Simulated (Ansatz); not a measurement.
Reactions of C3H10OSi (`CCC[SiH2]O`).

Calculated with Ansatz (gas phase, PBE0-D4/def2-TZVP geometries, no zero-point term in ΔE). CCSD(T)/CBS is the MP2 limit (def2-TZVPP, def2-QZVPP) plus CCSD(T) − MP2 in def2-TZVPP, frozen cores. This one scheme is used for every species. Functionals use def2-TZVPP. B3LYP here is the variant with VWN-RPA as its local correlation; programs differ in this. Triplets are unrestricted, without spin–orbit coupling. One conformer a species, not always the lowest.

| reaction | B3LYP-D4 (kJ/mol) | r2SCAN-D4 (kJ/mol) | B2PLYP (kJ/mol) | HF/CBS(def2) (kJ/mol) | CCSD(T)/CBS(def2) (kJ/mol) |
| --- | --- | --- | --- | --- | --- |
| `CCC[SiH2]O` → `[CH2]` (triplet) + `CC[SiH2]O` | 425 | 410 | 422 | 284 | 434 |
| `CCC[SiH2]O` + HCl → `CCC[SiH2]Cl` + H₂O | -14 | -16 | -13 | -11 | -18 |
| `CCC[SiH2]O` + `C[SiH](N)O` → `C[SiH](O)N[SiH2]O` + propane | -90 | -89 | -91 | -98 | -88 |
| `CCC[SiH2]O` + `C[SiH2]N` → `C[SiH2]N[SiH2]O` + propane | -88 | -87 | -90 | -100 | -88 |
| `CCC[SiH2]O` → `CCO[SiH2]C` | 21 | 23 | 22 | 13 | 29 |

Largest T1 diagnostic: 0.011, for `[CH2]` (triplet).
